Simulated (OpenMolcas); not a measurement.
## Levels of Be+ by method

```json
{
 "Program": "OpenMolcas 26.06",
 "Basis": "ANO-RCC-VQZP [5s4p3d2f1g]",
 "Scalar Hamiltonian": "DKH2, point nucleus",
 "Active space": "1 electron in 4 orbitals (2s 2p)",
 "State averaging": "2S+1 = 2 even, 1 root; 2S+1 = 2 odd, 3 roots",
 "Spin-orbit coupling": "state interaction with AMFI integrals over the reference wave functions, term energies averaged over their components"
}
```

Methods on the same reference wave functions:
A. CASSCF
B. SS-CASPT2, IPEA 0.25 Eh, imaginary shift 0.1 Eh (closed shells correlated: 1s)

Energies in eV above 2s 2S 1/2, the measured ground level; measured values from NIST Handbook of Basic Atomic Spectroscopic Data.

| Level | A | B | Measured |
| --- | --- | --- | --- |
| 2s 2S 1/2 | 0.0000 | 0.0000 | 0.0000 |
| 2p 2P* 1/2 | 4.0170 | 3.996 | 3.9587 |
| 2p 2P* 3/2 | 4.0175 | 3.996 | 3.9595 |

Deviations, from unrounded energies. A percentage is the sum of absolute deviations over the sum of measured energies, with the sign that they share, or ± where signs differ.

| Against measurement | Levels | A | B |
| --- | --- | --- | --- |
| mean absolute deviation (cm-1) | 2 | 470 | 300 |
| other configurations (%) | 2 | +1.5 | +0.9 |

B lies closest to measurement on these levels. The largest miss of B in the table is 2p 2P* 1/2, by +300 cm-1. The ranking rests on the paired levels alone, and a cruder setting can come out closer through cancelling errors.

The lowest spin-free term lies below A's lowest term by 0.039 hartree in B.

ANO sets are built for ground and valence states and can reach diffuse excited orbitals poorly. With one active electron the reference holds no correlation, so core polarisation is missing (holds for A). With one active electron, CASPT2 adds the correlation within the correlated inactive shells and between them and that electron, and leaves the splitting within a term as the reference gives it (holds for B). Computed and measured levels are paired by configuration, term and J; levels that our copy of the source lacks, or whose pairing is in doubt (as where it misses far off the trend of its configuration), stay unpaired and out of the deviations. Only configurations of the active space appear.

* marks odd parity.
